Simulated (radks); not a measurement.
Task: Radial electron density D(r) = 4 pi r^2 rho(r) of an atom or ion with 19 electrons. All-electron calculation, scalar-relativistic Kohn-Sham, PBE, spin-polarised, spherical densities, finite nucleus; Fermi nuclear charge, rms radius of each element as measured or else 0.836 A^(1/3) + 0.57 fm. Program: a radial shooting solver on a logarithmic mesh with Libxc functionals.

```
   r/bohr * D(r) (the largest magnitude, 36.2, reaches the edge; | marks zero)
 0.002624 | *
 0.003309 |  *
  0.00414 |   *
 0.005221 |     *
 0.006584 |       *
 0.008237 |           *
  0.01039 |                *
   0.0131 |                      *
  0.01639 |                            *
  0.02067 |                                    *
  0.02607 |                                           *
  0.03261 |                                               *
  0.04113 |                                                 *
  0.05186 |                                              *
  0.06489 |                                          *
  0.08183 |                                       *
   0.1032 |                                         *
   0.1291 |                                                *
   0.1628 |                                                      *
   0.2053 |                                                    *
   0.2569 |                                         *
    0.324 |                          *
   0.4086 |                   *
   0.5111 |                    *
   0.6446 |                     *
   0.8129 |                *
    1.017 |        *
    1.283 |  *
    1.617 |*
    2.024 *
    2.552 *
```

What is the nuclear charge?

Result: Z = 27. The innermost maximum, from 1s, lies near gamma/Z bohr with gamma = sqrt(1 - (Z/c)^2) = 0.980, here 0.0363 bohr (found: 0.0392), and its height grows with Z. The density is that of the cobalt ion Co8+ in [Ne] 3s1 3p6 3d2; the configuration itself is not fixed sharply by these data, and Z only to about a unit. D(r) has 3 maxima, at r = 0.0392, 0.176, 0.614 bohr, and minima at 0.0845, 0.429 bohr, inside which lie 2.10, 10.65 electrons.
